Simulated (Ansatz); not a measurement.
# Nudged elastic band run: AlBClH5Si

input.yaml

```yaml
crystal:
  periodic: [false, false, false]
  atoms:
    - { symbol: Al, position_ang: [-0.924995, 1.655125, 0.071621] }
    - { symbol: Si, position_ang: [0.880594, 0.042751, -0.377189] }
    - { symbol: B, position_ang: [0.213028, -1.6828, 0.390818] }
    - { symbol: Cl, position_ang: [-0.762359, -2.780448, -0.568011] }
    - { symbol: H, position_ang: [-1.894659, 2.136722, -1.099963] }
    - { symbol: H, position_ang: [-1.15174, 2.192359, 1.556094] }
    - { symbol: H, position_ang: [2.122136, 0.483668, 0.329602] }
    - { symbol: H, position_ang: [1.155763, -0.058336, -1.840567] }
    - { symbol: H, position_ang: [0.362232, -1.98904, 1.537585] }
basis:
  gaussian: { orbitals: "6-31G*" }
hamiltonian:
  xc: pbe0
  dispersion: d4
neb:
  order_check: false
  images: 7
  f_tol: 0.05
  max_iterations: 33
  final_atoms:
    - { symbol: Al, position_ang: [-0.91641304, 1.69205565, 0.09617111] }
    - { symbol: Si, position_ang: [0.89212756, 0.03759387, -0.18147106] }
    - { symbol: B, position_ang: [0.14493203, -1.77166772, 0.23846459] }
    - { symbol: Cl, position_ang: [-0.64579651, -2.72097549, -1.00520315] }
    - { symbol: H, position_ang: [-2.39635323, 1.23546193, 0.47962804] }
    - { symbol: H, position_ang: [-0.61135157, 3.24419402, -0.113337] }
    - { symbol: H, position_ang: [2.01901441, 0.39698356, 0.73445719] }
    - { symbol: H, position_ang: [1.39150429, 0.12598562, -1.58830581] }
    - { symbol: H, position_ang: [0.12233606, -2.23963045, 1.3395861] }
  initial_path:
    images:
      - { positions_ang: [[-0.924995, 1.655125, 0.071621], [0.880594, 0.042751, -0.377189], [0.213028, -1.6828, 0.390818], [-0.762359, -2.780448, -0.568011], [-1.894659, 2.136722, -1.099963], [-1.15174, 2.192359, 1.556094], [2.122136, 0.483668, 0.329602], [1.155763, -0.058336, -1.840567], [0.362232, -1.98904, 1.537585]] }
      - { positions_ang: [[-0.91980067, 1.66216312, 0.06714844], [0.87564855, 0.03474255, -0.33116113], [0.21738484, -1.70824068, 0.37275899], [-0.77063336, -2.74339433, -0.61338442], [-1.98646886, 2.02156232, -1.00600145], [-1.09310558, 2.36460438, 1.43275858], [2.1225704, 0.46024192, 0.37168758], [1.18041846, -0.0268147, -1.78809881], [0.37398621, -2.06486357, 1.49428222]] }
      - { positions_ang: [[-0.91460633, 1.66920123, 0.06267589], [0.8707031, 0.02673411, -0.28513327], [0.22174168, -1.73368137, 0.35469998], [-0.77890771, -2.70634065, -0.65875785], [-2.07827873, 1.90640265, -0.9120399], [-1.03447116, 2.53684975, 1.30942316], [2.12300481, 0.43681583, 0.41377316], [1.20507393, 0.00470659, -1.73563063], [0.38574042, -2.14068714, 1.45097944]] }
      - { positions_ang: [[-0.909412, 1.67623935, 0.05820333], [0.86575765, 0.01872566, -0.2391054], [0.22609852, -1.75912205, 0.33664098], [-0.78718207, -2.66928698, -0.70413127], [-2.17008859, 1.79124297, -0.81807834], [-0.97583674, 2.70909513, 1.18608774], [2.12343921, 0.41338975, 0.45585875], [1.22972939, 0.03622789, -1.68316244], [0.39749463, -2.21651071, 1.40767667]] }
      - { positions_ang: [[-0.90421766, 1.68327746, 0.05373078], [0.8608122, 0.01071722, -0.19307754], [0.23045535, -1.78456274, 0.31858197], [-0.79545642, -2.63223331, -0.74950469], [-2.26189846, 1.6760833, -0.72411679], [-0.91720232, 2.88134051, 1.06275232], [2.12387361, 0.38996367, 0.49794433], [1.25438485, 0.06774918, -1.63069426], [0.40924885, -2.29233428, 1.36437389]] }
      - { positions_ang: [[-0.90726651, 1.68547201, 0.06434086], [0.86864104, 0.01743638, -0.19017592], [0.20907452, -1.78133898, 0.29855262], [-0.75804145, -2.65441885, -0.81342931], [-2.29551215, 1.56592795, -0.42318058], [-0.84073963, 2.97205388, 0.76872999], [2.09765881, 0.39171864, 0.55707254], [1.28866471, 0.08230829, -1.62009714], [0.33752065, -2.27915833, 1.35817694]] }
      - { positions_ang: [[-0.91031535, 1.68766656, 0.07495094], [0.87646988, 0.02415554, -0.1872743], [0.18769369, -1.77811523, 0.27852328], [-0.72062647, -2.6766044, -0.87735392], [-2.32912584, 1.45577261, -0.12224437], [-0.76427695, 3.06276726, 0.47470766], [2.07144401, 0.39347362, 0.61620076], [1.32294457, 0.0968674, -1.60950003], [0.26579246, -2.26598237, 1.35197999]] }
      - { positions_ang: [[-0.9133642, 1.68986111, 0.08556103], [0.88429872, 0.03087471, -0.18437268], [0.16631286, -1.77489147, 0.25849393], [-0.68321149, -2.69878994, -0.94127853], [-2.36273954, 1.34561727, 0.17869183], [-0.68781426, 3.15348064, 0.18068533], [2.04522921, 0.39522859, 0.67532897], [1.35722443, 0.11142651, -1.59890292], [0.19406426, -2.25280641, 1.34578304]] }
      - { positions_ang: [[-0.91641304, 1.69205565, 0.09617111], [0.89212756, 0.03759387, -0.18147106], [0.14493203, -1.77166772, 0.23846459], [-0.64579651, -2.72097549, -1.00520315], [-2.39635323, 1.23546193, 0.47962804], [-0.61135157, 3.24419402, -0.113337], [2.01901441, 0.39698356, 0.73445719], [1.39150429, 0.12598562, -1.58830581], [0.12233606, -2.23963045, 1.3395861]] }
```

Command:

```bash
$ ansatz run input.yaml --threads 1 --pin off --max-ram 2048MiB --backend cpu --events-out ev --progress --plain --runs-dir out
```

Output, in part (warnings, iteration lines, the closing report on the highest movable image, with atoms numbered from 0):

```
NEB end point (image 0): max|allowed force component| = 1.025e-2 eV/Å (the criterion of neb.relax_end_points is 1.000e-2)
NEB end point (image 8): max|allowed force component| = 7.154e-3 eV/Å (the criterion of neb.relax_end_points is 1.000e-2)
NEB iter   1: max|band force component| = 2.715e0 eV/Å  barrier→ = 0.4920 eV  barrier← = 0.4799 eV  Δτ_max = 0.1974 Å  (217 SCF iters)
NEB iter   2: max|band force component| = 8.692e-1 eV/Å  barrier→ = 0.0820 eV  barrier← = 0.0699 eV  Δτ_max = 0.1980 Å  (193 SCF iters)
NEB iter   3: max|band force component| = 5.310e-1 eV/Å  barrier→ = 0.0678 eV  barrier← = 0.0557 eV  Δτ_max = 0.1476 Å  (195 SCF iters)
NEB iter   4: max|band force component| = 1.928e-1 eV/Å  barrier→ = 0.0148 eV  barrier← = 0.0027 eV  CI = image 4  Δτ_max = 0.0205 Å  (194 SCF iters)
NEB iter   5: max|band force component| = 1.061e-1 eV/Å  barrier→ = 0.0129 eV  barrier← = 0.0008 eV  CI = image 6  Δτ_max = 0.0106 Å  (157 SCF iters)
NEB iter   6: max|band force component| = 7.723e-2 eV/Å  barrier→ = 0.0128 eV  barrier← = 0.0007 eV  CI = image 7  Δτ_max = 0.0139 Å  (156 SCF iters)
NEB iter   7: max|band force component| = 3.240e-2 eV/Å  barrier→ = 0.0128 eV  barrier← = 0.0006 eV  CI = image 7  Δτ_max = 0.0000 Å  (333 SCF iters)
Total energy: -27742.04338347 eV, -1019.5012901101 hartree
Atom 0 at    -0.921025     1.693866     0.096656 Å, force    -0.002412     0.002546    -0.000383 eV/Å
Atom 1 at     0.885760     0.039908    -0.184415 Å, force     0.004096    -0.006075    -0.005249 eV/Å
Atom 2 at     0.159115    -1.774225     0.255203 Å, force     0.004544     0.011184     0.008152 eV/Å
Atom 3 at    -0.665999    -2.723911    -0.964288 Å, force    -0.002721    -0.002732    -0.003175 eV/Å
Atom 4 at    -2.444936     1.234793     0.199540 Å, force    -0.000059    -0.003152     0.000742 eV/Å
Atom 5 at    -0.569964     3.249103     0.158575 Å, force     0.001173     0.000679     0.000686 eV/Å
Atom 6 at     2.041037     0.405285     0.691424 Å, force    -0.001132     0.001409     0.000407 eV/Å
Atom 7 at     1.339993     0.120055    -1.608133 Å, force    -0.000741    -0.000512     0.001822 eV/Å
Atom 8 at     0.176019    -2.244874     1.355428 Å, force    -0.002748    -0.003346    -0.003001 eV/Å
Dipole moment:     0.034126     0.161617     0.114152 e Å
```

The forces met the threshold. The top lies less than 8 meV above the higher end, about what the thresholds resolve: that end is a shoulder or a very shallow well. A vibrational analysis at the climbing image gives one clearly imaginary mode, 43i cm⁻¹: a first-order saddle point.

Final band (atoms are numbered from 1 in the order of the input):

```csv
image,path coordinate (Å),energy (eV),dihedral H6–Al1–Si2–H8 (°)
0,0.00,0.000,-165
1,0.40,0.001,-153
2,0.81,0.004,-140
3,1.21,0.007,-127
4,1.62,0.009,-114
5,2.02,0.011,-100
6,2.43,0.012,-87
7,2.83,0.013,-74
8,3.23,0.012,-61
```

Time of the run: 3.8 min on 1 thread of Arm Neoverse V2, with other jobs on the host, peak memory 0.18 GiB.
